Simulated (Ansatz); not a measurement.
`CN([SiH3])[SiH2]Cl` + `Cl[SiH2]Cl` → `Cl[SiH2][SiH](Cl)Cl` + `CN[SiH3]` at 500 K and 1 bar (formal exchange of groups at the Si–N bond).

Isolated molecules relaxed with PBE0-D4/def2-TZVP in Ansatz; ΔE leaves out vibrations. CCSD(T)/CBS is the MP2 limit (def2-TZVPP, def2-QZVPP) plus CCSD(T) − MP2 in def2-TZVPP, frozen cores. Each species was taken in one conformer, which may not be the lowest.

| species | CCSD(T)/CBS energy (Eh) | H − E (kJ/mol) | S (J/(mol·K)) |
| --- | --- | --- | --- |
| `CN([SiH3])[SiH2]Cl` | -1135.59245 | 289.0 | 462.2 |
| `Cl[SiH2]Cl` | -1209.93203 | 81.5 | 323.4 |
| `Cl[SiH2][SiH](Cl)Cl` | -1959.44429 | 131.7 | 455.4 |
| `CN[SiH3]` | -386.04948 | 244.7 | 351.8 |

H − E and S are ideal-gas, rigid-rotor, harmonic terms from PBE0-D4/def2-TZVP, for one conformer and one mirror image of each species. 1 Eh = 2625.50 kJ/mol, R = 8.31446 J/(mol·K).

Problem. By hand: ΔE, ΔH, ΔS and ΔG.

Solution. ΔE = (-1959.44429) + (-386.04948) − (-1135.59245) − (-1209.93203) = 0.03071 Eh = 80.6 kJ/mol. Δ(H − E) = 131.7 + 244.7 − 289.0 − 81.5 = 5.9, so ΔH = 86.5 kJ/mol. ΔS = 455.4 + 351.8 − 462.2 − 323.4 = 21.6 J/(mol·K). ΔG = 86.5 − 500 × (21.6)/1000 = 75.7 kJ/mol.

Problem. By hand: the equilibrium constant, and the temperature at which ΔG would vanish if ΔH and ΔS stayed fixed.

Solution. log₁₀ K = −ΔG/(RT ln 10) = -7.9. ΔG = 0 at ΔH/ΔS = 4005 K, far beyond where these terms or the molecules hold.

ΔH outweighs TΔS. A doubt of 5 kJ/mol in ΔE shifts log₁₀ K by 0.5 here. Other conformers and mirror images would add mixing entropy, several J/(mol·K) or more a flexible species. Modes under 60 cm⁻¹, often nearly free rotors, make the harmonic entropy too high. These are equilibria of isolated gas molecules and say nothing of rates. Largest T1 diagnostic: 0.010 (customary marks: 0.02 for closed shells, 0.045 for open ones).
